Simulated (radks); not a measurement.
The numbers below are computed, except where a source is named.
Q: The mean radii <r> (bohr) of the occupied orbitals of an atom or ion are listed with their occupations. Level of theory: Dirac Kohn-Sham, PBE, spin-unpolarised, spherical densities, finite nucleus; Fermi nuclear charge, rms radius of each element as measured or else 0.836 A^(1/3) + 0.57 fm (a radial shooting solver on a logarithmic mesh with Libxc functionals).

orbital  occ.      <r>
1s1/2       2  0.01580
2s1/2       2  0.06579
2p1/2       2  0.05388
2p3/2       4  0.06293
3s1/2       2   0.1710
3p1/2       2   0.1615
3p3/2       4   0.1780
3d3/2       4   0.1545
3d5/2       6   0.1595
4s1/2       2   0.3770
4p1/2       2   0.3777
4p3/2       4   0.4124
4d3/2       4   0.4161
4d5/2       6   0.4271
5s1/2       2   0.8319
4f5/2       6   0.4380
4f7/2       8   0.4441
5p1/2       2   0.8852
5p3/2       4   0.9742
5d3/2       4    1.196
5d5/2       6    1.236
6s1/2       2    2.016

Name the element and its charge. Open shells, if any, fill j = l - 1/2 first.

A: Z = 83, bismuth, charge +3: Bi3+ in [Hg]. The 1s radius gives Z: for a bare nucleus <r> = (2 gamma + 1)/(2Z) with gamma = sqrt(1 - (Z/c)^2), 0.01561 bohr for Z = 83, and screening makes it slightly larger (0.01580 here). The occupations add up to 80, and the charge is Z minus that.
